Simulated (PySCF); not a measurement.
C4H4OSe, SMILES o1ccc(c1)[SeH]. Coordinates come from a PBE0-D3(BJ)/def2-SVP optimisation. Other conformers were not sampled.

Computed equilibrium geometry at PBE0-D3(BJ)/def2-SVP (PySCF confirms it by a frequency run) as a Z-matrix (one conformer of several):
```
C
C 1 1.3664
O 2 1.3439 1 110.31
C 3 1.3508 2 107.64 1 -0.14
C 4 1.3610 3 110.53 2 0.39
H 2 1.0869 3 117.06 4 179.95
H 4 1.0870 3 116.13 2 -179.86
H 5 1.0874 4 127.37 7 -0.33
Se 1 1.8947 2 125.54 6 3.60
H 9 1.4738 1 95.61 2 -107.24
```
